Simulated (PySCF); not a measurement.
Atoms are numbered as in `[F:1][C@@H:2]1[CH2:3][CH2:4][C:5]([C:6]([F:7])([F:8])[F:9])=[CH:10][O:11]1`. Each H is labelled by its parent atom. Ha(C3), Ha(C4) are cis to F1 on the ring; Hb(C3), Hb(C4) are trans to F1 on the ring.

[PySCF: geometry from GFN2-xTB; NMR shieldings at PBE0/pcSseg-1/GIAO; one conformer; non-relativistic; in vacuum; fast rotation and ring inversion assumed for equivalent nuclei]

Scale: 13C (σ = 186.93 ppm), 1H (σ = 31.72 ppm) against TMS; CFCl3 for 19F (σ = 170.95 ppm); 17O (σ = 336.08 ppm) against H2O (reference shieldings calculated alike).

```
   atoms  nucleus  count  δ (ppm)
  Hb(C4)       1H      1     2.23
  Ha(C3)       1H      1     2.13
      C3      13C      1        ?
      C5      13C      1    112.8
   H(C2)       1H      1     6.13
  H(C10)       1H      1     7.22
     O11      17O      1    160.0
  Ha(C4)       1H      1     2.66
F7/F8/F9      19F      3        ?
      C2      13C      1    107.3
      F1      19F      1   -148.1
     C10      13C      1    151.1
  Hb(C3)       1H      1        ?
      C6      13C      1        ?
      C4      13C      1        ?
```

Question: Fill in the missing shifts.

Answer: 
- C6: 133.3 ppm, CF3 carbon; 3 electronegative neighbours deshield it
- C3: 27.9 ppm, sp3 CH2 in a ring; a saturated carbon with 2 carbon neighbours and no heteroatom attached
- C4: 16.5 ppm, allylic sp3 CH2; a saturated carbon with 2 carbon neighbours and no heteroatom attached
- Hb(C3): 1.55 ppm, hydrogen on an sp3 CH2 in a ring
- F7/F8/F9: -86.6 ppm, fluorine of a CF3 group

Shifts are as computed. Against solution values, carbons near 30 ppm lie about +3 ppm off and those near 130 ppm about +5 ppm. Of 1211 compounds with measured shifts, 218 miss one by over three times the rms of a fit or turn the order of signals round; such compounds aren't used in these exercises. Unscaled 19F shifts against computed CFCl3 carry errors that often reach 10 to 50 ppm. Experimental scales use liquid or dissolved standards, which lie at an offset from isolated H2O (liquid H2O: subtract about 36 ppm).
